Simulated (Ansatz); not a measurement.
Cost and result up the ladder for Al2B2 (4 atoms). The state is a singlet with charge 0. Geometry: PBE0-D4/def2-TZVP.

Cartesian coordinates in Å:
```
B 0.2837 -1.7930 -0.0886
B 1.5138 -0.9498 -0.3317
Al -1.6593 2.5315 0.3879
Al -0.1382 0.2113 0.0323
```

Ansatz on 2 threads of Arm Neoverse V2 on a shared host. Times are rough, and most runs start from the orbitals of an earlier one. No level here is sound enough to serve as a yardstick. Binding counts from free atoms at the same level (B doublet, Al doublet; other spins of the atoms weren't run), without zero-point energy or a counterpoise term.

Correlated methods freeze 12 core orbitals. Another isomer (triplet) lies 1.61 eV lower at PBE0-D4/def2-TZVP; other spin states weren't run for this one.

Correlated methods converge slowly with the basis.

| level | functions | binding energy per atom (eV) | remarks |
| --- | --- | --- | --- |
| PBE-D4/def2-TZVP (with forces) | 136 | 2.33 | restricted SCF unstable in HF |
| CCSD(T)/def2-TZVPP | 146 | 2.05 | large T1 (0.064), restricted SCF unstable |
| PBE0-D4/def2-TZVP | 136 | 2.16 | restricted SCF unstable in HF |
| r2SCAN-D4/def2-TZVP | 136 | 2.21 | restricted SCF unstable in HF |
| r2SCANh-D4/def2-TZVP | 136 | 2.15 | restricted SCF unstable in HF |
| CAM-B3LYP-D4/def2-TZVP | 136 | 1.93 | restricted SCF unstable in HF |

(1) Estimate how long each takes.

## Answers

(1) PBE0-D4/def2-TZVP 1.1 s; PBE-D4/def2-TZVP (with forces) 1.6 s; CAM-B3LYP-D4/def2-TZVP 2.1 s; r2SCAN-D4/def2-TZVP 3.2 s; r2SCANh-D4/def2-TZVP 3.4 s; CCSD(T)/def2-TZVPP 10 s. On shared hardware such times vary by a factor of up to 3.
